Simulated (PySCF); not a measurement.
## Structure from 2D NMR

Compound of formula C₈H₁₀Si. Correlations simulated from computed shifts and the bond graph:

HSQC (one-bond C–H):
| δH | δC |
| --- | --- |
| 7.27 | 119.9 |
| 7.12 | 118.8 |
| 7.06 | 133.8 |
| 3.32 | 21.9 |
| 2.25 | 20.1 |

COSY cross peaks (H two or three bonds apart, from the bond graph; peaks can be absent where the dihedral angle is near 90°):
| δH | δH |
| --- | --- |
| 7.27 | 7.06 |
| 3.92 | 2.25 |

HMBC (two and three bonds, from the bond graph):
| δH | δC |
| --- | --- |
| 7.27 | 146.4, 133.8, 132.5, 128.0, 21.9 |
| 7.12 | 146.4, 133.8, 132.5, 128.0, 21.9, 20.1 |
| 7.06 | 146.4, 128.0, 119.9, 118.8, 20.1 |
| 3.92 | 146.4, 20.1 |
| 3.32 | 132.5, 128.0, 119.9, 118.8 |
| 2.25 | 146.4, 133.8, 118.8 |

Carbons without hydrogens: δ 146.4, 132.5, 128.0.

[PySCF 2.14: structure optimised with PBE0-D3(BJ)/def2-SVP; shielding tensors at PBE0/pcSseg-1 (GIAO); averaged over atoms made equivalent by symmetry, fast rotation or ring inversion; non-relativistic Hamiltonian; one conformer; no solvent]

Shifts are taken against calculated references (same method and geometry level): 1H and 13C vs TMS.

Exchangeable hydrogens are left out of these lists.

**Question.** Assemble the structure.

**Answer.** SMILES [SiH3]Cc1ccc2c(c1)C2.

Numbering as in the mapped SMILES `[SiH3:1][CH2:2][c:3]1[cH:4][cH:5][c:6]2[c:7]([cH:8]1)[CH2:9]2` (H(Xn): hydrogen on atom n).

- δC 146.4 is C3, a substituted aromatic carbon.
- δC 133.8 is C4, an aromatic CH (δH 7.06).
- δC 132.5 is C7, a substituted aromatic carbon.
- δC 128.0 is C6, a substituted aromatic carbon.
- δC 119.9 is C5, an aromatic CH (δH 7.27).
- δC 118.8 is C8, an aromatic CH (δH 7.12).
- δC 21.9 is C9, a three-membered-ring carbon (δH 3.32).
- δC 20.1 is C2, an sp3 CH2 bonded to Si, on an aromatic ring (δH 2.25).
- HMBC from δH 7.27 reaches the proton-free carbons C3, C7, C6.
- HMBC from δH 7.12 reaches the proton-free carbons C3, C7, C6.
- HMBC from δH 7.06 reaches the proton-free carbons C3, C6.
- HMBC from δH 3.92 reaches the proton-free carbon C3.
- COSY links 7.27–7.06, 3.92–2.25.

This is the structure that produced the data.

Shifts are as computed. Against solution values, carbons near 30 ppm lie about +2 ppm off and those near 130 ppm about +5 ppm. Of 1211 compounds with measured shifts, 218 miss one by over three times the rms of a fit or turn the order of signals round; such compounds aren't used in these exercises.
